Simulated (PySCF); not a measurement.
Coordinates in bohr (charge 1 multiplicity 2):
```
As    0.0000    0.0000    0.0000
F     3.2063    0.0000    0.0000
F    -1.6031    2.7767    0.0000
F    -1.6031   -2.7767    0.0000
```

All numbers come from PySCF, UPBE0, basis As def2-TZVP, F def2-TZVP (no relativity, density fitting).

This geometry of AsF₃⁺ is a stationary point at this level.

(1) What is the point group?

(2) Is it a minimum?

(3) List the harmonic modes with their infrared intensities.

(4) Give the atomic charges and bond orders.

## Answers

(1) D3h.

(2) No: it has 3 imaginary modes, at 479i cm⁻¹ (a2''), 61i cm⁻¹ (e').

(3) 
| symmetry | ω (cm⁻¹) | IR (km/mol, summed over degenerate members) |
| --- | --- | --- |
| a2'' | 479i | – |
| e' | 61i | – |
| a1' | 674 | 0.0 |
| e' | 710 | 245 |

(4) 
```csv
atom,Mulliken,Löwdin,polar tensor,spin (Mulliken),Mayer order to As1
As1,1.38,1.05,1.67,0.48,–
"F2,3,4",-0.13,-0.02,-0.22,0.17,1.18
```

This need not be the most stable arrangement of these atoms. At this level a doublet minimum of C3v symmetry lies 125 kJ/mol below this structure.
